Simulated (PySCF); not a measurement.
Isomers of C5H9OP, one conformer each; single-point electronic energies without zero-point terms and without any empirical dispersion term.

All values: PBE0/pcSseg-1 (PySCF, non-relativistic), each on one gas-phase PBE0-D3(BJ)/def2-SVP geometry that isn't relaxed in the solvent. The solvent is an IEF-PCM continuum (cavity from Bondi-type radii × 1.2). Only the electrostatic response of the medium enters.

| isomer | relative energy, gas (kcal/mol) | dipole (D) |
| --- | --- | --- |
| `C=C[P@@H](=O)/C=C\C` | 0.0 | 4.72 |
| `C/C=C/P=C\OC` | 15.9 | 2.40 |
| `CO/C=P/C1CC1` | 23.1 | 0.34 |

Problem. How do the relative energies look in dichloromethane (ε = 8.93)?

Solution. 
| isomer | relative energy, solvent (kcal/mol) | E(solvent) − E(gas) (kcal/mol) | dipole in solvent (D) |
| --- | --- | --- | --- |
| `C=C[P@@H](=O)/C=C\C` | 0.0 | -8.3 | 6.07 |
| `C/C=C/P=C\OC` | 19.9 | -4.3 | 3.08 |
| `CO/C=P/C1CC1` | 27.8 | -3.6 | 0.68 |

The order is unchanged. Conformers: `[CH2:1]=[CH:2][P@@H:3](=[O:4])/[CH:5]=[CH:6]\[CH3:7]` with C1–C2–P3–O4 1°, C2–P3–C5–C6 73°; `[CH3:1]/[CH:2]=[CH:3]/[P:4]=[CH:5]\[O:6][CH3:7]` with C2–C3–P4–C5 180°, P4–C5–O6–C7 179°; `[CH3:1][O:2]/[CH:3]=[P:4]/[CH:5]1[CH2:6][CH2:7]1` with C1–O2–C3–P4 0°, C3–P4–C5–C6 38°. `C=C[P@@H](=O)/C=C\C` gains most from the continuum, and it has the largest gas-phase dipole. The gains span 4.7 kcal/mol, the gas-phase energies 23.1 kcal/mol.
